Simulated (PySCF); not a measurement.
CdCl2, optimised at PBE0/def2-TZVP:

```xyz
3

Cd     0.0000     0.0000     0.0000
Cl     1.3331     1.3378    -1.2502
Cl    -1.3331    -1.3378     1.2502
```

Computed with PySCF and rigid-rotor harmonic-oscillator thermochemistry at 1 bar. All species are closed-shell singlets. Cd: scalar-relativistic def2 core potential, no spin-orbit coupling.

List the harmonic frequencies (cm⁻¹, unscaled) at this level and at the other levels, each on its own geometry.


- PBE0/def2-TZVP: 86, 87, 329, 423
- PBE/def2-SVP: 83, 84, 324, 421
